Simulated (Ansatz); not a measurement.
Abridged output of a molecular run in Ansatz:

```
Functional definition: HF
770 factors; integrals over basis functions are off by at most 1.0e-3 eV
mean field evaluation 1: about -13334.4570 eV, gradient 3.6e1 eV
mean field evaluation 2: about -13334.4889 eV, gradient 3.7e1 eV
mean field evaluation 4: about -13337.2329 eV, gradient 2.7e0 eV
mean field evaluation 8: about -13337.2609 eV, gradient 1.9e-1 eV
mean field -13337.26096492 eV, -490.1353001405 hartree, gradient 9.0e-7 eV, S^2 0.000000; 0 other end points of the search recorded, 0 dependent functions left out
8 core orbitals not correlated: weight in the atoms' cores, before any rotation towards them, 1.000 or more for the frozen orbitals, at most 0.000 for the correlated occupied ones
reference -13337.26096492 eV, -490.1353001405 hartree; 12, 12 occupied and 60, 60 virtual orbitals, 770 factors
second order -14.88195068 eV of doubles, -0.00000000 eV of singles
cycle   1  -15.30449850 eV  change   -4.2e-1 eV  update   9.5e-2
cycle   2  -15.70912197 eV  change   -4.0e-1 eV  update   2.6e-2
cycle   3  -15.81475695 eV  change   -1.1e-1 eV  update   1.5e-2
cycle   4  -15.80674261 eV  change    8.0e-3 eV  update   3.6e-3
cycle   5  -15.80600922 eV  change    7.3e-4 eV  update   1.4e-3
cycle   6  -15.80648411 eV  change   -4.7e-4 eV  update   4.5e-4
cycle   7  -15.80631862 eV  change    1.7e-4 eV  update   1.5e-4
cycle   8  -15.80625908 eV  change    6.0e-5 eV  update   4.8e-5
cycle   9  -15.80627400 eV  change   -1.5e-5 eV  update   1.9e-5
perturbative correction -0.30941511 eV, -0.0113707956 hartree
Total energy: -13353.37665403 eV, -490.7275407917 hartree
```

Its atoms:

Z-matrix (Å, degrees):
```
Si
O 1 1.641
F 1 1.589 2 107.9
H 1 1.479 2 110.5 3 118.0
H 1 1.474 2 108.0 3 -116.7
B 2 1.352 1 132.4 3 -107.2
H 6 1.197 2 118.0 1 178.1
H 6 1.203 2 119.8 1 -2.3
```

(1) Which basis set was used?
A. def2-QZVPP
B. def2-TZVPP
C. cc-pV(T+d)Z
D. def2-SVP

(2) Write the keys of the input that set method, charge and spin (a neutral closed shell needs none for the last two).

Answers

(1) D. It gives 80 functions.

(2) 
```yaml
correlation: {method: ccsd_t}
```
